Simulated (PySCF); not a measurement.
**Ne²⁺ (neon, charge +2): UHF calculation**

Configuration: [He] 2s2 2p3 3s1, high-spin 5S determinant (an excited configuration). Computed with PySCF 2.14 in aug-cc-pCVQZ-DK, with scalar relativity by spin-free X2C-1e.

```
Total energy                        : -125.147001 hartree
One-electron energy                 : -161.3069 hartree
Hartree (Coulomb) energy            : 46.9096 hartree
Exchange energy                     : -10.7498 hartree
⟨S²⟩                                : 6.0018
⟨L²⟩                                : 0.000
Sum of ⟨r⟩                          : 6.736 bohr
Sum of ⟨r²⟩                         : 11.25 bohr²
Langevin diamagnetic susceptibility : -8.91 ×10⁻⁶ cm³/mol
```

```tsv
shell	electrons	mean orbital energy (eV)	rms radius, mean of both spins (bohr)
1s α	1	-966.60	0.182
1s β	1	-960.16	0.182
2s α	1	-115.53	0.871
2s β	1	-94.902	0.871
2p α	3	-86.572	0.832
3s α	1	-24.564	2.76
```

The outer electron is Rydberg-like, and this basis confines it to a smaller radius and binds it less than a complete one would.

Spin-orbit constants ζ (cm⁻¹) from the X2C one-electron operator on these orbitals: bare nucleus, nucleus screened by l(l+1)(2l+1)/3 electrons, and screened by the Breit-Pauli mean field of the electrons.

```tsv
shell	bare	screened nucleus	mean field
2p	944.2	755.3	680.1
```
